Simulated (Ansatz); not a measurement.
The lowest singlet and triplet of H2Sn (SMILES [SnH2]); geometries from B3LYP-D3(BJ)/def2-TZVP, each state relaxed from the structure named, with no frequency check.
Singlet (charge 0, multiplicity 1):
```xyz
3

Sn    -0.00013     0.04819     0.00000
H     -1.26196    -1.20820     0.00000
H      1.26857    -1.20127     0.00000
```

```csv
level,"gap E(singlet) − E(triplet), vertical, at the singlet's geometry (eV)",cost
R-HF/def2-SVP,-0.989,-
R-HF/def2-TZVPP,-0.973,-
U-HF/def2-TZVPP (spin-contaminated),-0.982,-
U-HF/def2-QZVPP (spin-contaminated),-0.984,-
R-SVWN5/def2-TZVPP,-1.581,×0.6
R-PBE/def2-TZVPP,-1.522,×1
U-r2SCAN/def2-TZVPP,-1.354,×2
U-PBE0/def2-TZVPP,-1.466,×0.8
R-wB97X-V/def2-TZVPP,-1.683,×2
U-wB97M-V/def2-TZVPP,-1.586,×3
U-MP2/def2-QZVPP (spin-contaminated),-1.309,-
R-SCS-MP2/def2-SVP,-1.406,-
U-CCSD(T)/def2-QZVPP (spin-contaminated),-1.439,×10
R-CCSDT(Q)/def2-TZVPP,-1.428,×30
"SA-CASSCF(6,6)/def2-QZVPP",-1.251,-
"SC-NEVPT2 on SA-CASSCF(6,6)/def2-SVP",-1.357,-
"SC-NEVPT2 on SA-CASSCF(6,6)/def2-TZVPP",-1.418,-
"FIC-NEVPT4(SD) on SA-CASSCF(6,6)/def2-QZVPP",-1.472,-
"FIC-MRCISD+Q on SA-CASSCF(6,6)/def2-SVP",-1.395,-
"FIC-MRCISD+Q on SA-CASSCF(6,6)/def2-QZVPP",-1.475,-
```

The rows run from -1.683 (R-wB97X-V/def2-TZVPP) to -0.973 eV (R-HF/def2-TZVPP). In def2-QZVPP (spin-contaminated) the value moves U-HF -0.984, U-MP2 -1.309, U-CCSD(T) -1.439, a shift of -0.455 from U-HF to U-CCSD(T). The 3 U-functionals in def2-TZVPP without D3 or D4 span 0.232, from U-wB97M-V to U-r2SCAN.

A positive gap puts the triplet lower; no zero-point energy. R- takes a restricted singlet. U- takes an unrestricted singlet (broken symmetry where lower, unprojected). The triplet is unrestricted in single-reference levels. Active spaces average the two states.

Correlated levels freeze the cores. Filled d and f shells under p-block atoms count as core.

Doubts at one or more of the structures used: a restricted determinant that unrestricted orbitals would lower (R-HF/def2-SVP, R-HF/def2-TZVPP, R-SCS-MP2/def2-SVP, R-CCSDT(Q)/def2-TZVPP); T1 above 0.05 (U-CCSD(T)/def2-QZVPP (spin-contaminated)).

Run with Ansatz (Gaussian basis) for Hartree–Fock, density functionals and correlated methods. Each number belongs to the level named beside it. In def2 rows elements past Kr take small-core potentials, without spin–orbit coupling.

Costs are rough ratios of core time to R-PBE/def2-TZVPP (about 3 s over the structures, on one shared machine); a dash marks a level with no comparable run of its own.

Ansatz is a quantum-chemistry and plane-wave program.
